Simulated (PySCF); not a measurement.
## From a log to its input

A PySCF 2.14 run on the atoms Hg 0 0 0; I 0 0 2.3184; I 0 0 -2.3184 (angstrom) printed this (some set-up lines and the per-cycle HOMO/LUMO lines with their warnings removed):

```
PySCF version 2.14.0

[INPUT] verbose = 4
[INPUT] num. atoms = 3
[INPUT] num. electrons = 70
[INPUT] charge = 0
[INPUT] spin (= nelec alpha-beta = 2S) = 0
[INPUT] symmetry False subgroup None
[INPUT] Mole.unit = angstrom

nuclear repulsion = 299.579489877717
number of shells = 32
number of NR pGTOs = 179
number of NR cGTOs = 84
basis = def2-svp
ecp = {'Hg': 'def2-svp', 'I': 'def2-svp'}

******** <class 'pyscf.scf.hf.RHF'> ********
method = RHF
initial guess = minao
damping factor = 0
level_shift factor = 0
DIIS = <class 'pyscf.scf.diis.CDIIS'>
diis_start_cycle = 1
diis_space = 8
diis_damp = 0
SCF conv_tol = 1e-09
SCF conv_tol_grad = None
SCF max_cycles = 50
direct_scf = True
direct_scf_tol = 1e-13
Set gradient conv threshold to 3.16228e-05
Initial guess from minao.
init E= -668.750685917188
cycle= 1 E= -744.025323730235  delta_E= -75.3  |g|= 3.11  |ddm|= 20.1
cycle= 2 E= -745.640399673891  delta_E= -1.62  |g|=  1.2  |ddm|= 7.51
cycle= 3 E= -745.847410535332  delta_E= -0.207  |g|= 0.135  |ddm|= 1.51
cycle= 4 E= -745.851338989351  delta_E= -0.00393  |g|= 0.0611  |ddm|= 0.263
cycle= 5 E= -745.852169171964  delta_E= -0.00083  |g|= 0.00586  |ddm|= 0.0836
cycle= 6 E= -745.852193558859  delta_E= -2.44e-05  |g|= 0.000941  |ddm|= 0.023
cycle= 7 E= -745.852194193689  delta_E= -6.35e-07  |g|= 0.000145  |ddm|= 0.0039
cycle= 8 E= -745.852194206249  delta_E= -1.26e-08  |g|= 2.92e-05  |ddm|= 0.000541
cycle= 9 E= -745.852194206717  delta_E= -4.68e-10  |g|= 6.26e-06  |ddm|= 7.62e-05
Extra cycle  E= -745.852194206739  delta_E= -2.23e-11  |g|= 2.34e-06  |ddm|= 1.47e-05
converged SCF energy = -745.852194206739

******** <class 'pyscf.mp.mp2.RMP2'> ********
nocc = 35, nmo = 84
E(RMP2) = -746.494716921487  E_corr = -0.642522714747677
E(SCS-RMP2) = -746.428459026989  E_corr = -0.576264820249729
E_corr(same-spin) = -0.224725889362481
E_corr(oppo-spin) = -0.417796825385196
Dipole moment(X, Y, Z, Debye): -0.00000, -0.00000,  0.00000
orbital energies (hartree): [-0.4036 -0.3673 -0.3673  0.0777  0.0777  0.082 ]
```

Problem. Write the input that gave this log.

Solution. The input was:

```python
from pyscf import gto, scf, mp

mol = gto.M(
    atom='Hg 0 0 0; I 0 0 2.3184; I 0 0 -2.3184',
    basis='def2-svp',
    ecp={'Hg': 'def2-svp', 'I': 'def2-svp'},
    charge=0,
    spin=0,
    verbose=4,
)
mf = scf.RHF(mol)
mf.kernel()
mp.MP2(mf).kernel()
mf.dip_moment()
print('orbital energies (hartree):', mf.mo_energy[..., max(0, mol.nelec[1]-3):mol.nelec[0]+3].round(4))
```

No search for the lowest solution was made.
